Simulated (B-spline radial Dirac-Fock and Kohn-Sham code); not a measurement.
Se²⁺: non-radiative channels of the M4 vacancy

System: the Se²⁺ ion, [Ar] 3d10 4s2 4p2.

Input of the calculation (task.json; shells as n, l, electrons):

```json
{"items": [{
  "Z": 34,
  "q": 2,
  "cfg": [[1, 0, 2], [2, 0, 2], [2, 1, 6], [3, 0, 2], [3, 1, 6], [3, 2, 10], [4, 0, 2], [4, 1, 2]],
  "A": 80,
  "rrms": 4.14,
  "do": ["binding", "quiet", "decay"],
  "holes": ["K", "L1", "L2", "L3", "M1", "M2", "M3", "M4", "M5", "N1"]
}]}
```

Command: `python xray_run.py task.json out`

These are calculated numbers from a radial atomic solver; the model is one-electron (LDA, Dirac) transition rates at Dirac-Fock energies. Kinetic energies are configuration averages from the vacuum level; the two-hole energies are estimated from single-hole states.

```
transition  kinetic energy (eV)  width (meV)  share (%)
   M4-N1N2                 3.58         10.4       40.8
   M4-N1N3                 4.11         12.5       49.0
   M4-N2N2                15.00        0.700        2.7
   M4-N2N3                15.52         1.48        5.8
   M4-N3N3                16.04        0.428        1.7
```

Channels within a few eV of threshold rest on estimated energies and may be closed in reality. The listed channels hold 100 % of the non-radiative rate. Summed by principal shells, of 0.0256 eV in all: MNN 100.0 %.
